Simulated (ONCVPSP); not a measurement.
Transferability test, ONCV potential for Rb (Z = 37)

| Property | Result |
| --- | --- |
| Element | Rb (Z = 37) |
| Generator | ONCVPSP 4.0.1 |
| Type | optimised norm-conserving Vanderbilt (ONCV) |
| Functional | LDA (Perdew-Wang 92) |
| Relativity | scalar-relativistic |
| Frozen core | [Ar] 3d10 |
| Valence charge | 9 |
| Reference configuration | 4s2 4p6 5s1 |
| Partial waves | 4s+5s: rc 1.90 bohr, ncon 3, nbas 7, qcut 4.8 1/bohr, 2 projectors; 4p: rc 1.60 bohr, ncon 3, nbas 8, qcut 4.4 1/bohr, 2 projectors, debl 0.6 Ha; d scattering state at 0.42 Ha: rc 1.60 bohr, ncon 4, nbas 7, qcut 5.7 1/bohr, local |
| Local potential | the d channel |
| Core correction | Teter function, fcfact 2, rcfact 1.2 |

Energies are relative to the spin-unpolarised reference configuration 4s2 4p6 5s1; without spin polarisation the order of configurations can differ from experiment.

Problem. Give the all-electron excitation energy and the error of the potential for: 4s2 4p6 5s0; 4s2 4p6 5s0.5; 4s2 4p6 5s0 5p1; 4s1 4p6 5s1.

Solution.

```
valence configuration  charge  ΔE all-electron (eV)  error AE − PS (meV)
          4s2 4p6 5s0      +1                 4.274                 -0.2
        4s2 4p6 5s0.5    +0.5                 1.658                 -0.1
      4s2 4p6 5s0 5p1       0                 1.618                 -0.1
          4s1 4p6 5s1      +1                37.841                  -71
```

Levels in the configuration 4s2 4p6 5s0 5p1:

| level | all-electron (eV) | pseudo (eV) |
| --- | --- | --- |
| 4s | -33.438 | -33.441 |
| 4p | -17.468 | -17.466 |
| 5p | -1.370 | -1.370 |
